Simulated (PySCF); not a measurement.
## Electron correlation in Pb⁺ (lead, charge +1)

[Xe] 4f14 5d10 6s2 6p1, 2P determinant. All numbers are calculated (PySCF 2.14, scalar relativity through the core potential, in aug-cc-pVTZ-PP with one added diffuse shell each of d, f type with ECP60MDF (6s5p5d3f, 67 functions)). Frozen: 5s2 5p6 5d10; 3 electrons correlated.

```
  level  correlation energy (mhartree)
   CCSD                         -35.86
    (T)                          -0.42
CCSD(T)                         -36.28
```

Diagnostics: T1 = 0.0074, D1 = 0.0168, largest double amplitude 0.071.

Question: Is a single reference adequate?

Answer: Mostly. T1 lies below 0.03, but a double amplitude of this size points to a near-degeneracy that CCSD handles and MP2 describes poorly.
